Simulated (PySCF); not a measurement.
C₂H₇B, SMILES CBC. Geometry: TPSSh-D3(BJ)/def2-TZVP.

These are TPSSh-D3(BJ)/def2-TZVP (PySCF) values and carry that method's errors.

Harmonic wavenumbers (cm⁻¹): 92, 99, 330, 571, 601, 779, 794, 987, 1044, 1070, 1227, 1326, 1340, 1448, 1454, 1479, 1485, 2564, 2976, 2978, 3050, 3050, 3092, 3095. Rotational constants (GHz): 37.07, 7.475, 6.723; symmetry number 2.

Work out the zero-point energy and the ideal-gas rigid-rotor harmonic-oscillator thermochemistry at 298.15 K and 1 atm.

ZPE = ½ Σ hcν = ½ × 36933 cm⁻¹ = 220.91 kJ/mol. H − E(el) = 237.46 kJ/mol. Entropy in J/(mol K): translation 155.33, rotation 89.10, vibration 42.34, total 286.76. G − E(el) = 151.96 kJ/mol. Cp = 78.49 J/(mol K). Modes under 150 cm⁻¹ make the vibrational entropy uncertain.
